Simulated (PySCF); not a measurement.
A calculated (r2SCAN, PySCF 2.14, aug-cc-pwCVTZ-DK, the spin-free X2C one-electron Hamiltonian (Gaussian nucleus)) atom or ion has these occupied shells.

```tsv
shell	electrons	orbital energy (eV)	rms radius, mean of both spins (bohr)
1s α	1	-23046.0	0.0375
1s β	1	-23046.0	0.0375
2s α	1	-3355.1	0.154
2s β	1	-3354.6	0.154
2p α	3	-3005.5	0.137
2p β	3	-3005.1	0.137
3s α	1	-605.12	0.417
3s β	1	-604.99	0.417
3p α	3	-488.99	0.420
3p β	3	-488.81	0.420
3d α	5	-303.26	0.405
3d β	5	-302.93	0.405
4s α	1	-85.270	1.05
4s β	1	-83.265	1.05
4p α	3	-52.539	1.16
4p β	3	-50.443	1.16
4d α	5	-6.761	1.77
4d β	3	-5.399	1.77
5s α	1	-4.957	3.45
```

(1) Name the element and its charge.

Results:

(1) Rh (rhodium, neutral), in [Kr] 4d8 5s1, high-spin 4F determinant.
